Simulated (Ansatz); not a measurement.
Steps of a relaxation of CH₆AlNOSSi (`O[Si]1(CS)[NH][AlH]1`) with RKS PBE0-D4/def2-TZVP.

```sh
$ ansatz run in.yaml --threads 2 --pin off --events-out ev --progress --plain --max-ram 32768MiB --backend cuda --devices 0, --max-vram 18GiB
```

```yaml
crystal:
  periodic: [false, false, false]
  atoms:
    - {symbol: O, position_ang: [-1.464424, 0.716955, 1.147773]}
    - {symbol: Si, position_ang: [-0.203652, 0.634198, 0.036241]}
    - {symbol: C, position_ang: [-0.291880, -1.151285, -0.660020]}
    - {symbol: S, position_ang: [-0.717181, -2.328370, 0.693605]}
    - {symbol: N, position_ang: [1.395485, 1.166678, 0.606723]}
    - {symbol: Al, position_ang: [1.110302, 2.411462, -0.678625]}
    - {symbol: H, position_ang: [-1.809797, -0.185623, 1.330441]}
    - {symbol: H, position_ang: [0.660095, -1.435973, -1.152205]}
    - {symbol: H, position_ang: [-1.097421, -1.169588, -1.422535]}
    - {symbol: H, position_ang: [-1.405766, -3.243008, -0.048040]}
    - {symbol: H, position_ang: [1.992192, 0.830963, 1.372272]}
    - {symbol: H, position_ang: [1.909047, 3.698293, -1.191630]}
basis:
  gaussian: {orbitals: def2-TZVP}
hamiltonian: {xc: pbe0, dispersion: d4}
relax: {f_tol: 0.005, max_steps: 150}
```

Positions (Å) and forces (eV/Å) along the path, 10 of 10 steps:

```xyz
12
step=1 energy=-29971.0596 eV
O    -1.464    0.717    1.148    0.491   -0.752   -0.570
Si   -0.204    0.634    0.036    0.153    0.078    0.717
C    -0.292   -1.151   -0.660   -0.028   -0.016   -0.152
S    -0.717   -2.328    0.694   -0.149   -0.080   -0.705
N     1.395    1.167    0.607   -0.445   -0.095   -0.156
Al    1.110    2.411   -0.679    0.119   -0.340    0.422
H    -1.810   -0.186    1.330    0.218    0.698   -0.094
H     0.660   -1.436   -1.152   -0.494    0.126    0.301
H    -1.097   -1.170   -1.423    0.374   -0.021    0.413
H    -1.406   -3.243   -0.048    0.287    0.355    0.292
H     1.992    0.831    1.372   -0.396    0.231   -0.516
H     1.909    3.698   -1.192   -0.130   -0.184    0.048
12
step=2 energy=-29971.1290 eV
O    -1.456    0.734    1.129    0.385   -0.374   -0.372
Si   -0.195    0.629    0.041    0.028    0.127    0.403
C    -0.297   -1.142   -0.652   -0.023   -0.053    0.054
S    -0.705   -2.333    0.678   -0.053    0.018   -0.275
N     1.388    1.155    0.607   -0.371   -0.027   -0.191
Al    1.110    2.394   -0.666    0.023   -0.223    0.197
H    -1.805   -0.151    1.328    0.017    0.269    0.014
H     0.640   -1.426   -1.143   -0.136    0.058    0.068
H    -1.102   -1.163   -1.397    0.115    0.026    0.118
H    -1.367   -3.245   -0.067    0.116    0.142    0.112
H     1.975    0.824    1.366   -0.091    0.067   -0.138
H     1.892    3.668   -1.190   -0.011   -0.029    0.009
12
step=3 energy=-29971.1488 eV
O    -1.447    0.722    1.122    0.092   -0.004   -0.101
Si   -0.201    0.630    0.043   -0.041    0.040    0.095
C    -0.300   -1.128   -0.647   -0.006   -0.036    0.061
S    -0.688   -2.312    0.677    0.019    0.028   -0.034
N     1.363    1.145    0.607   -0.024    0.014   -0.044
Al    1.109    2.372   -0.666   -0.002    0.025   -0.010
H    -1.808   -0.152    1.320   -0.082   -0.006    0.071
H     0.629   -1.400   -1.147    0.024   -0.014   -0.031
H    -1.109   -1.141   -1.379   -0.033   -0.011   -0.038
H    -1.323   -3.232   -0.063   -0.005   -0.042   -0.007
H     1.950    0.808    1.357    0.038   -0.001    0.039
H     1.903    3.634   -1.191    0.022    0.006   -0.001
12
step=4 energy=-29971.1516 eV
O    -1.450    0.743    1.120    0.009   -0.112   -0.013
Si   -0.202    0.628    0.050    0.003    0.048   -0.038
C    -0.309   -1.128   -0.647   -0.012   -0.037    0.022
S    -0.683   -2.324    0.669    0.008    0.028    0.029
N     1.362    1.144    0.609    0.008   -0.031    0.036
Al    1.111    2.368   -0.667   -0.007    0.038   -0.047
H    -1.825   -0.122    1.335   -0.049    0.053    0.042
H     0.615   -1.397   -1.158    0.018    0.009   -0.016
H    -1.124   -1.139   -1.373   -0.018    0.013   -0.017
H    -1.283   -3.266   -0.075    0.002   -0.011   -0.017
H     1.948    0.814    1.363    0.023    0.000    0.016
H     1.917    3.624   -1.191    0.013    0.001    0.002
12
step=5 energy=-29971.1534 eV
O    -1.455    0.749    1.120   -0.018   -0.101    0.018
Si   -0.207    0.631    0.052    0.017    0.026   -0.054
C    -0.320   -1.125   -0.648   -0.007   -0.009   -0.011
S    -0.677   -2.321    0.669   -0.012   -0.015    0.005
N     1.359    1.142    0.611    0.011   -0.031    0.045
Al    1.114    2.364   -0.669    0.000    0.024   -0.029
H    -1.845   -0.107    1.342   -0.014    0.065    0.013
H     0.601   -1.388   -1.171    0.003    0.009    0.001
H    -1.142   -1.134   -1.368   -0.002    0.010    0.004
H    -1.234   -3.289   -0.079    0.019    0.023    0.013
H     1.945    0.812    1.366    0.004    0.002   -0.003
H     1.938    3.611   -1.191   -0.001   -0.003    0.001
12
step=6 energy=-29971.1545 eV
O    -1.461    0.757    1.121   -0.023   -0.042    0.022
Si   -0.214    0.635    0.052    0.009   -0.008   -0.032
C    -0.334   -1.119   -0.652   -0.007    0.004   -0.024
S    -0.664   -2.314    0.671   -0.024   -0.047   -0.021
N     1.354    1.134    0.614    0.011    0.001    0.017
Al    1.122    2.359   -0.668    0.002   -0.002    0.002
H    -1.874   -0.086    1.343    0.016    0.040   -0.009
H     0.581   -1.373   -1.189   -0.009    0.004    0.009
H    -1.167   -1.126   -1.360    0.008   -0.003    0.011
H    -1.166   -3.316   -0.075    0.029    0.057    0.031
H     1.940    0.799    1.367   -0.006   -0.001   -0.007
H     1.961    3.596   -1.190   -0.006   -0.004    0.001
12
step=7 energy=-29971.1547 eV
O    -1.462    0.760    1.120   -0.011   -0.013    0.012
Si   -0.216    0.635    0.050    0.003   -0.002   -0.022
C    -0.339   -1.118   -0.655    0.001    0.014   -0.007
S    -0.661   -2.310    0.674   -0.016   -0.036   -0.024
N     1.353    1.131    0.614    0.006    0.003    0.004
Al    1.124    2.357   -0.667    0.001   -0.004    0.004
H    -1.880   -0.080    1.343    0.007    0.014   -0.006
H     0.576   -1.372   -1.193   -0.003    0.002    0.004
H    -1.175   -1.129   -1.359    0.004    0.001    0.008
H    -1.146   -3.317   -0.073    0.014    0.024    0.028
H     1.938    0.793    1.366   -0.004   -0.003   -0.002
H     1.964    3.593   -1.187   -0.003   -0.001    0.001
12
step=8 energy=-29971.1548 eV
O    -1.463    0.763    1.117   -0.001    0.022   -0.003
Si   -0.218    0.638    0.045   -0.003   -0.015    0.016
C    -0.344   -1.115   -0.657   -0.002   -0.009   -0.001
S    -0.655   -2.306    0.676    0.006    0.014    0.010
N     1.352    1.126    0.613    0.002    0.014   -0.012
Al    1.128    2.358   -0.664    0.004   -0.006    0.006
H    -1.885   -0.075    1.338   -0.002   -0.013    0.001
H     0.569   -1.368   -1.198    0.002   -0.002   -0.004
H    -1.183   -1.130   -1.356   -0.002    0.000   -0.003
H    -1.128   -3.323   -0.063   -0.002   -0.002   -0.010
H     1.935    0.782    1.364   -0.002   -0.003    0.002
H     1.968    3.595   -1.180    0.000    0.001    0.000
12
step=9 energy=-29971.1548 eV
O    -1.463    0.764    1.117   -0.001    0.005   -0.001
Si   -0.218    0.637    0.046    0.000   -0.001   -0.002
C    -0.343   -1.116   -0.657   -0.001    0.000    0.004
S    -0.654   -2.306    0.676    0.002    0.004    0.001
N     1.352    1.126    0.613    0.003    0.005   -0.003
Al    1.128    2.357   -0.664   -0.002   -0.002    0.002
H    -1.885   -0.074    1.339    0.001   -0.005    0.000
H     0.569   -1.369   -1.200    0.000    0.000   -0.001
H    -1.183   -1.130   -1.356   -0.001   -0.001    0.000
H    -1.129   -3.321   -0.064   -0.001   -0.003   -0.003
H     1.935    0.783    1.365   -0.001   -0.002    0.001
H     1.967    3.594   -1.181    0.001    0.000    0.000
12
step=10 energy=-29971.1548 eV
O    -1.464    0.764    1.116   -0.003    0.001    0.001
Si   -0.218    0.637    0.045    0.000    0.000   -0.002
C    -0.344   -1.116   -0.657    0.001    0.001    0.001
S    -0.653   -2.306    0.676    0.001    0.001    0.000
N     1.352    1.126    0.613    0.002    0.002    0.000
Al    1.128    2.357   -0.664    0.000   -0.002    0.000
H    -1.884   -0.074    1.339    0.002   -0.001    0.000
H     0.568   -1.369   -1.201    0.000    0.000    0.000
H    -1.184   -1.130   -1.355   -0.001    0.000    0.000
H    -1.128   -3.321   -0.064   -0.001   -0.002    0.000
H     1.934    0.783    1.365   -0.001   -0.001    0.000
H     1.969    3.594   -1.180    0.000    0.000    0.000
```

Run time 25 s (2 threads of an AMD EPYC 7R13 on a shared host and a share of an NVIDIA H100 80 GB); peak host memory 0.94 GiB.
